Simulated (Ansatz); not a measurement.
ZnTe2 (the lowest singlet isomer of a short search) was relaxed with B3LYP-D4 (def2-TZVP) in Ansatz in these states: charge +1 doublet, neutral quintet, neutral singlet, neutral triplet. The geometries follow in no particular order.

In the def2 sets Te takes a core potential; there is no spin–orbit coupling.

A:

Cartesian coordinates in Å:
```
Zn -1.374 0.040 -0.325
Te 0.984 0.728 -0.999
Te 0.390 -0.768 1.324
```

B:

Cartesian coordinates in Å:
```
Zn -0.783 0.064 -1.401
Te 0.164 1.505 0.898
Te 0.619 -1.569 0.503
```

C:

Cartesian coordinates in Å:
```
Zn -0.169 1.302 -0.180
Te -1.241 -0.918 -0.593
Te 1.410 -0.384 0.773
```

D:

```csv
atom,x (Å),y (Å),z (Å)
Zn1,0.215,1.523,-0.406
Te2,-0.770,-0.369,1.323
Te3,0.555,-1.154,-0.917
```

Problem. Judge from the bond lengths which geometry belongs to which state (an estimate).

Solution. A is the charge +1 doublet (Te2–Te3 2.826 Å, Zn1–Te2 2.546 Å, Zn1–Te3 2.546 Å); B is the neutral quintet (Te2–Te3 3.133 Å, Zn1–Te2 2.874 Å, Zn1–Te3 2.874 Å); C is the neutral singlet (Te2–Te3 3.029 Å, Zn1–Te2 2.499 Å, Zn1–Te3 2.499 Å); D is the neutral triplet (Te2–Te3 2.718 Å, Zn1–Te2 2.747 Å, Zn1–Te3 2.747 Å).

At PBE0-D4/def2-TZVP a triplet lies 1.73 eV below the neutral quintet. At PBE0-D4/def2-TZVP a triplet lies 0.07 eV below the neutral singlet. These are the stationary points nearest to one start from a short search; other shapes may lie lower in each state.
